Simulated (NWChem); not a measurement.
**Correlation energy of H₆PSi₂**

```xyz
9

Si    -0.0226     1.6611     0.4273
P      0.0000     0.0000    -1.1067
Si     0.0226    -1.6611     0.4273
H      0.2730     2.9616    -0.2438
H     -1.3803     1.7330     1.0538
H      0.9868     1.4279     1.5084
H      1.3803    -1.7330     1.0538
H     -0.2730    -2.9616    -0.2438
H     -0.9868    -1.4279     1.5084
```
Charge 0, spin multiplicity 2.

Program: NWChem. The geometry was optimised at UPBE0/def2-SVP, a minimum by its harmonic frequencies.

Basis set: 6-31G*. Each correlation energy counts from its own Hartree-Fock reference.

The correlated methods keep 15 core orbitals frozen. The Pople sets run with spherical d functions. The structure started from a generated list of species. The unpaired electrons of the parent sit in orbitals of symmetry b (C2 labels of the run); other states weren't searched. The stability of the SCF solutions was not checked. Open-shell Hartree-Fock references start from PBE0 orbitals. Coupled-cluster values serve here as a point of comparison, not as the truth.

Order these methods by the correlation energy they give, lowest first: UMP2, SCS-UMP2, CCSD on ROHF, CCSD[T] on ROHF, CCSD on UHF, CCSD[T] on UHF.

CCSD[T] on ROHF (-311.5 mHa), CCSD[T] on UHF (-307.7 mHa), CCSD on ROHF (-302.1 mHa), CCSD on UHF (-298.4 mHa), SCS-UMP2 (-252.1 mHa), UMP2 (-242.1 mHa)
